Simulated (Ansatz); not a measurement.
`CC(F)BF` → `CBF` + `[CH]F`  (formal loss of a carbene)

Isolated molecules relaxed with PBE0-D4/def2-TZVP in Ansatz; ΔE leaves out vibrations. CCSD(T)/CBS is the MP2 limit (def2-TZVPP, def2-QZVPP) plus CCSD(T) − MP2 in def2-TZVPP, frozen cores. This one scheme is used for every species. Functionals use def2-TZVPP. One conformer a species, not always the lowest.

```csv
level,ΔE (eV)
PBE,3.74
MP2/CBS(def2),3.92
```

(1) What does CCSD(T)/CBS give? (Estimate.)

Largest T1 diagnostic among the species: 0.018.

## Answers

(1) Computed: +3.66 eV. The listed levels differ from it by 0.08, 0.26 eV.

From PBE to PBE0 (25 % exact exchange), in def2-TZVPP and without D4, ΔE moves by +0.10 eV. The D4 term adds +0.10 eV with B3LYP and +0.05 eV with PBE0; it sums over pairs of atoms, weighted by their polarisabilities, and B3LYP, whose exchange is more repulsive, gets the larger term. In def2-TZVPP, CCSD(T) changes the Hartree–Fock value by +0.38 eV (the triples alone add +0.02 eV) and MP2 by +0.64 eV.

B3LYP here is the variant with VWN-RPA as its local correlation; programs differ in this.
